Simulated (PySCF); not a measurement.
Argon: a sound run and one with changed settings

Sound run: Ar⁺ [Ne] 3s2 3p5, Ar²⁺ [Ne] 3s2 3p4. Computed with PySCF 2.14 in aug-cc-pV(D+d)Z, with the non-relativistic Hamiltonian (point nucleus). The sound run starts from symmetry-adapted Hartree-Fock orbitals and uses a fine grid where one is needed.

A second run was set up differently.

```csv
species,method,sound run (hartree),changed run (hartree),converged
Ar⁺,UHF,-526.26171,-526.26171,yes
Ar⁺,B3LYP,-526.96254,-526.96236,yes
Ar⁺,PBE,-526.74298,-526.74289,yes
Ar²⁺,UHF,-525.29165,-525.29165,yes
Ar²⁺,B3LYP,-525.94303,-525.94276,yes
Ar²⁺,PBE,-525.72793,-525.72776,yes
```

Ionisation energy of Ar⁺:

```json
{"method": "UHF", "sound run (eV)": "26.397", "changed run (eV)": "26.397"}
{"method": "B3LYP", "sound run (eV)": "27.742", "changed run (eV)": "27.745"}
{"method": "PBE", "sound run (eV)": "27.621", "changed run (eV)": "27.623"}
```

(1) What was changed?
A. a valence shell is frozen
B. level shift left on
C. angular grid far too coarse
D. minimal basis

Results:

(1) C. It used 26 angular points. A coarse angular grid integrates products of high-l functions wrongly, so density functionals can shift, and the SCF can exploit the error; Hartree-Fock and MP2 need no grid.
